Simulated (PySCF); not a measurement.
PySCF input (M06-2X/6-31G* with LANL2DZ past Ar (5d)):

```python
from pyscf import gto, dft

mol = gto.M(
    atom='''
    F    -0.03033900    2.10312000   -0.16051200
    Si   -0.00803500    0.67359800    0.55236500
    Br   -1.83891600   -0.43133600   -0.08469700
    Br    1.84993200   -0.37890600   -0.09497500
    ''',
    basis={'default': '6-31g*', 'Br': 'lanl2dz'},
    ecp={'Br': 'lanl2dz'},
    charge=0,
    spin=1,
    verbose=4,
)

mf = dft.UKS(mol, xc='m062x')
mf.grids.level = 4
mf.conv_tol = 1e-9
mf.max_cycle = 100
mf.max_memory = 1500
mf.kernel()
if not mf.converged:
    mf = mf.newton()
    mf.kernel(mf.make_rdm1())
mo, _, stable, _ = mf.stability(return_status=True)
if not stable:
    mf.kernel(mf.make_rdm1(mo, mf.mo_occ))
    stable = mf.stability(return_status=True)[2]
mf.dip_moment()
```

Output:

```
PySCF version 2.14.0

[INPUT] verbose = 4
[INPUT] num. atoms = 4
[INPUT] num. electrons = 37
[INPUT] charge = 0
[INPUT] spin (= nelec alpha-beta = 2S) = 1
[INPUT] symmetry False subgroup None
[INPUT] Mole.unit = angstrom
[INPUT] Symbol           X                Y                Z      unit          X                Y                Z       unit  Magmom
[INPUT]  1 F     -0.030339000000   2.103120000000  -0.160512000000 AA   -0.057332400893   3.974320807095  -0.303323719706 Bohr   0.0
[INPUT]  2 Si    -0.008035000000   0.673598000000   0.552365000000 AA   -0.015183949411   1.272915738055   1.043818570795 Bohr   0.0
[INPUT]  3 Br    -1.838916000000  -0.431336000000  -0.084697000000 AA   -3.475047606081  -0.815106907665  -0.160054133572 Bohr   0.0
[INPUT]  4 Br     1.849932000000  -0.378906000000  -0.094975000000 AA    3.495864829069  -0.716028566954  -0.179476738681 Bohr   0.0

nuclear repulsion = 116.655730866608
number of shells = 22
number of NR pGTOs = 102
number of NR cGTOs = 48
basis = {'default': '6-31g*', 'Br': 'lanl2dz'}
ecp = {'Br': 'lanl2dz'}

******** <class 'pyscf.dft.uks.UKS'> ********
method = UKS
initial guess = minao
damping factor = 0
level_shift factor = 0
DIIS = <class 'pyscf.scf.diis.CDIIS'>
diis_start_cycle = 1
diis_space = 8
diis_damp = 0
SCF conv_tol = 1e-09
SCF conv_tol_grad = None
SCF max_cycles = 100
direct_scf = True
direct_scf_tol = 1e-13
number electrons alpha = 19  beta = 18
XC library pyscf.dft.libxc version 7.1.2
    S. Lehtola, C. Steigemann, M. J. T. Oliveira, and M. A. L. Marques,  SoftwareX 7, 1–5 (2018)
XC functionals = m062x
    Y. Zhao and D. G. Truhlar,  Theor. Chem. Acc. 120, 215 (2008)
    Y. Zhao and D. G. Truhlar,  Theor. Chem. Acc. 120, 215 (2008)
radial grids:
    Treutler-Ahlrichs [JCP 102, 346 (1995); DOI:10.1063/1.469408] (M4) radial grids

becke partition: Becke, JCP 88, 2547 (1988); DOI:10.1063/1.454033
pruning grids: <function nwchem_prune>
grids dens level: 4
symmetrized grids: False
atomic radii adjust function: <function treutler_atomic_radii_adjust>
small_rho_cutoff = 0
Set gradient conv threshold to 3.16228e-05
tot grids = 118128
init E= -393.953999205854
  alpha nocc = 19  HOMO = -0.0357735044225614  LUMO = 0.097916056835146
  beta  nocc = 18  HOMO = -0.0476674993470749  LUMO = -0.0357735044225609

WARN: HOMO -0.0357735044225614 >= LUMO -0.0357735044225609

cycle= 1 E= -414.815020284589  delta_E= -20.9  |g|= 0.989  |ddm|= 4.02
  alpha nocc = 19  HOMO = -0.189517130037096  LUMO = 0.0054560934046215
  beta  nocc = 18  HOMO = -0.243921727783338  LUMO = -0.157963841278978
  HOMO = -0.189517130037  LUMO = -0.157963841279  gap/eV = 0.85861
cycle= 2 E= -414.941582042156  delta_E= -0.127  |g|= 1.09  |ddm|= 2.55
  alpha nocc = 19  HOMO = -0.283213085576236  LUMO = -0.0087191858614446
  beta  nocc = 18  HOMO = -0.406955618564878  LUMO = -0.168691968132961
  HOMO = -0.283213085576  LUMO = -0.168691968133  gap/eV = 3.11628
cycle= 3 E= -415.548484565865  delta_E= -0.607  |g|= 0.288  |ddm|= 1.36
  alpha nocc = 19  HOMO = -0.301935733260272  LUMO = 0.00659379597808396
  beta  nocc = 18  HOMO = -0.358991424948546  LUMO = -0.148446580886322
  HOMO = -0.30193573326  LUMO = -0.148446580886  gap/eV = 4.17665
cycle= 4 E= -415.582945334761  delta_E= -0.0345  |g|= 0.0662  |ddm|= 0.349
  alpha nocc = 19  HOMO = -0.295244839075732  LUMO = 0.0246561099805369
  beta  nocc = 18  HOMO = -0.360350682565736  LUMO = -0.112709263492821
  HOMO = -0.295244839076  LUMO = -0.112709263493  gap/eV = 4.96705
cycle= 5 E= -415.586646072292  delta_E= -0.0037  |g|= 0.0169  |ddm|= 0.11
  alpha nocc = 19  HOMO = -0.301823447580876  LUMO = 0.0175027195440336
  beta  nocc = 18  HOMO = -0.363439813346369  LUMO = -0.114642774864315
  HOMO = -0.301823447581  LUMO = -0.114642774864  gap/eV = 5.09345
cycle= 6 E= -415.587048527945  delta_E= -0.000402  |g|= 0.00513  |ddm|= 0.0459
  alpha nocc = 19  HOMO = -0.302551323534015  LUMO = 0.0168607439129183
  beta  nocc = 18  HOMO = -0.362939306552799  LUMO = -0.112589459228339
  HOMO = -0.302551323534  LUMO = -0.112589459228  gap/eV = 5.16913
cycle= 7 E= -415.587151265429  delta_E= -0.000103  |g|= 0.00109  |ddm|= 0.0318
  alpha nocc = 19  HOMO = -0.302811785503721  LUMO = 0.0165904417737437
  beta  nocc = 18  HOMO = -0.362967367139777  LUMO = -0.112697061005463
  HOMO = -0.302811785504  LUMO = -0.112697061005  gap/eV = 5.17329
cycle= 8 E= -415.587155104536  delta_E= -3.84e-06  |g|= 0.000286  |ddm|= 0.0054
  alpha nocc = 19  HOMO = -0.302830538154847  LUMO = 0.0165951784753702
  beta  nocc = 18  HOMO = -0.362973920147783  LUMO = -0.112622695132018
  HOMO = -0.302830538155  LUMO = -0.112622695132  gap/eV = 5.17582
cycle= 9 E= -415.587155375564  delta_E= -2.71e-07  |g|= 7.54e-05  |ddm|= 0.00139
  alpha nocc = 19  HOMO = -0.302835517136039  LUMO = 0.0165924281966596
  beta  nocc = 18  HOMO = -0.36297578703231  LUMO = -0.112611835054658
  HOMO = -0.302835517136  LUMO = -0.112611835055  gap/eV = 5.17625
cycle= 10 E= -415.587155391253  delta_E= -1.57e-08  |g|= 1.67e-05  |ddm|= 0.000346
  alpha nocc = 19  HOMO = -0.302837818538109  LUMO = 0.0165948506411056
  beta  nocc = 18  HOMO = -0.362977133720361  LUMO = -0.112616680788005
  HOMO = -0.302837818538  LUMO = -0.112616680788  gap/eV = 5.17618
cycle= 11 E= -415.587155391904  delta_E= -6.51e-10  |g|= 4.45e-06  |ddm|= 6.26e-05
  alpha nocc = 19  HOMO = -0.302837466675886  LUMO = 0.0165958307215099
  beta  nocc = 18  HOMO = -0.362976273431049  LUMO = -0.11261527156411
  HOMO = -0.302837466676  LUMO = -0.112615271564  gap/eV = 5.17621
Extra cycle  E= -415.587155391937  delta_E= -3.33e-11  |g|= 3.11e-06  |ddm|= 1.29e-05
converged SCF energy = -415.587155391937  <S^2> = 0.75269931  2S+1 = 2.0026975
uhf_internal: lowest eigs of H = [0.28662814 0.30163409 0.32663307]
<class 'pyscf.dft.uks.UKS'> wavefunction is stable in the internal stability analysis
Dipole moment(X, Y, Z, Debye): -0.00252,  0.43905,  1.35135
```

The geometry given is a B3LYP-D3(BJ)/def2-TZVP minimum.
